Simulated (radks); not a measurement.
Spherical quantum dot in the effective-mass picture: electrons in a well V = -V0 / (1 + exp((r - R)/a)) with V0 = 6.01, R = 3.33, a = 0.2, with a point charge +1 (a donor) at the centre, all in effective atomic units (hartree* = m*/eps^2 hartree, bohr* = eps/m* bohr), one dielectric constant everywhere. Calculated with a radial shooting solver with Libxc functionals: non-relativistic Kohn-Sham, PBEsol, spin-polarised, spherical densities. Levels are named by radial order and angular momentum (1s, 1p, 1d, 2s, ...), and open shells are averaged over m. Results are scaled to m* = 0.148 and eps = 14.6, for which hartree* = 18.89 meV and bohr* = 5.22 nm.

N = 8, configuration 1s2 1p6. This is the lowest configuration that the search found. Occupied and some empty levels:

| level | occupation | eigenvalue (meV) | <r> (nm) |
|---|---|---|---|
| 1s | 2 | -58.230 | 9.101 |
| 1p | 6 | -50.390 | 11.40 |
| 1d | 0 | -41.369 | 12.36 |
| 2s | 0 | -40.028 | 8.699 |
| 1f | 0 | -30.327 | 13.06 |

Energy (meV): total -663.368, kinetic 92.886, external -962.94, Hartree 260.91, exchange-correlation -54.226.
